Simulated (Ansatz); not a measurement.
Reaction (ligand exchange at a B–O bond): `CNB(O)F` + H–F → `CNB(F)F` + H₂O

Computed with Ansatz on PBE0-D4/def2-TZVP structures; ΔE is electronic, products minus reactants. CCSD(T)/CBS adds triple-zeta CCSD(T) − MP2 to the extrapolated MP2 energy (def2 sets, frozen cores). This one scheme is used for every species. Functionals use def2-TZVPP. HSE06 is defined as in plane-wave codes. One conformer a species, not always the lowest.

Q: Is it downhill or uphill in electronic energy at CCSD(T)/CBS, and by how much? (An estimate is asked.)

A: Ansatz gave: Downhill: ΔE = -7.0 kcal/mol.

Q: What do these levels give: r2SCAN-D4, B2PLYP, PBE, r2SCAN0, HSE06, HF/def2-TZVPP? (Estimate.)

A: Computed: r2SCAN-D4 -7.8, B2PLYP -7.9, PBE -7.6, r2SCAN0 -7.7, HSE06 -7.4, HF/def2-TZVPP -9.1 kcal/mol.

Largest T1 diagnostic among the species: 0.011.

In def2-TZVPP, CCSD(T) changes the Hartree–Fock value by +1.8 kcal/mol (the triples alone add +0.3 kcal/mol) and MP2 by +2.2 kcal/mol. At CCSD(T), def2-SVP lies −0.9 kcal/mol from the extrapolated value and def2-TZVPP −0.2 kcal/mol.
